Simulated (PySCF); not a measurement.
## Correlation energy of Ne²⁺ (neon, charge +2)

[He] 2s1 2p4 3d1, one real determinant (an excited configuration). Computed with PySCF 2.14 in aug-cc-pwCVDZ (5s4p2d, 27 functions), with the non-relativistic Hamiltonian (point nucleus). Frozen: 1s2; 6 electrons correlated.

| level | correlation energy (mhartree) |
| --- | --- |
| CCSD | -99.93 |
| (T) | -5.76 |
| CCSD(T) | -105.69 |
| CCSDT | -112.04 |

Diagnostics: T1 = 0.0021, D1 = 0.0043, largest double amplitude 0.229.

The real determinant used has ⟨L²⟩ near 8 against 12 for a pure F term, so it mixes terms. The outer electron is Rydberg-like, and this basis confines it to a smaller radius and binds it less than a complete one would. A double-excitation amplitude exceeds 0.15, a sign of near-degeneracy.

Cost of the coupled-cluster step: of the order of 0.3 core-seconds, for 6 correlated electrons.

The reference is one real determinant that mixes LS terms of this configuration.
